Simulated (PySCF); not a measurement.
**From computed data to an observable: chemical shift, span and skew from a shielding tensor**

Ge(F)3(SiH3) (F₃GeH₃Si), SMILES [F][Ge]([F])([F])[SiH3]. Atoms are numbered in the order given.

```xyz
8

F      1.3727    -0.7925    -1.0015
Ge     0.0000     0.0000    -0.3034
F      0.0000     1.5851    -1.0015
F     -1.3727    -0.7925    -1.0015
Si     0.0000     0.0000     2.0843
H      1.2289     0.7095     2.5229
H      0.0000    -1.4190     2.5229
H     -1.2289     0.7095     2.5229
```
Charge 0, spin multiplicity 1.

Geometry: B3LYP-D3(BJ)/def2-SVP. This is a generated structure with no PubChem entry under its InChIKey; it may be hypothetical.

GIAO shieldings from PBE0/pcSseg-1 in PySCF, non-relativistic, no solvent. The symmetric part of the tensor of F1 has the principal values 209.9, 262.0, 396.9 ppm. The same nucleus in CFCl3 has σ = 167.2 ppm at this level (PySCF, at its B3LYP-D3(BJ)/def2-TZVP geometry).

Question: Work out the isotropic shielding, the ¹⁹F shift against CFCl3, the span and the skew.

Answer: 
σ(iso) = (σ11 + σ22 + σ33)/3 = 289.6 ppm. δ = σ(ref) − σ(iso) = 167.2 − (289.6) = -122.4 ppm.
Span Ω = σ33 − σ11 = 187.0 ppm. Skew κ = 3(σ(iso) − σ22)/Ω = 0.44. Tumbling in solution averages the tensor to δ; in a static solid the shielding alone would spread this spin-1/2 line over Ω.
